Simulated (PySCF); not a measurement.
# Frontier orbitals and the lowest excitations

C3H8O2Si2.
Z-matrix (Å and degrees, GFN2-xTB geometry), rows numbered from 1:
```
O 
C   1  1.2059
O   2  1.3401  1  121.72
Si  2  1.9130  1  126.07  3  -179.99
C   4  1.9171  2  110.81  1    45.71
Si  5  1.9237  4   91.85  2  -107.07
C   4  1.9171  2  110.97  1   -50.54
H   3  0.9740  2  110.89  1     0.03
H   4  1.4639  2  106.90  1   177.78
H   5  1.0864  4  113.79  2   135.69
H   5  1.0864  4  115.27  2    11.85
H   6  1.4662  5  113.92  4  -119.93
H   6  1.4614  5  114.86  4   111.69
H   7  1.0863  4  115.34  2   -11.98
H   7  1.0865  4  113.67  2  -135.79
```

The calculation used TDDFT B3LYP/def2-SVPD, vertical, gas phase, core orbitals frozen in the response in PySCF.

Kohn–Sham orbitals with the atoms that hold most of them (Löwdin shares over 4%, at most four atoms; ? is withheld):

```csv
orbital,ε (eV),atoms
HOMO-3,-8.43,"C7 25%, C5 25%, Si4 22%, Si6 7%"
HOMO-2,-8.30,"C5 29%, C7 29%, Si6 19%, H11 5%"
HOMO-1,-8.05,?
HOMO,?,"O1 43%, C2 14%, Si4 11%, O3 8%"
LUMO,-1.31,?
LUMO+1,0.05,"O3 26%, Si4 15%, H8 14%, C2 11%"
LUMO+2,0.18,"Si6 20%, C2 14%, O1 10%, C5 9%"
```

Q: Which atoms hold the LUMO, and with what shares?

A: C2 (bonded to 2 O and Si) 28%; O1 (bonded to C) 18%; Si4 (bonded to 3 C and H) 15%; O3 (bonded to C and H) 12%. By element: oxygen 30%, carbon 28% or more, silicon 15% or more.

Q: Give the leading atoms of the HOMO-1.

A: Si4 (bonded to 3 C and H) 15%; O1 (bonded to C) 14%; C5 (bonded to 2 Si and 2 H) 14%; C7 (bonded to 2 Si and 2 H) 14%. By element: carbon 28% or more, silicon 15% or more, oxygen 14% or more.

Q: What is the HOMO energy, and the HOMO–LUMO gap?

A: ε(HOMO) = -7.52 eV; the gap is 6.21 eV (0.2282 hartree).

Q: How does S1 compare with the orbital gap of 6.21 eV?

A: S1 is at 4.80 eV (f = 0.0014), 1.41 eV below the gap, made of HOMO→LUMO (89%). 

Q: Give energy, strength and leading configuration of S1, S2, S3 and S5, and follow the Löwdin shares of the leading atoms from the occupied to the empty orbital.

A: 
- S1 (4.80 eV, f 0.0014), HOMO→LUMO (89%): O1 43% → 18%, C2 14% → 28%
- S2 (5.66 eV, f 0.0008), HOMO-1→LUMO (90%): Si4 15% → 15%, O1 14% → 18%, C2 at most 14% → 28%
- S3 (6.12 eV, f 0.0030), HOMO-2→LUMO (99%): C5 29% → at most 12%, C7 29% → at most 12%, C2 at most 6% → 28%, O1 at most 6% → 18%
- S5 (6.69 eV, f 0.085), HOMO→LUMO+1 (86%): O1 43% → at most 11%, C2 14% → 11%, O3 8% → 26%, Si4 11% → 15%

One conformer stands for the species.
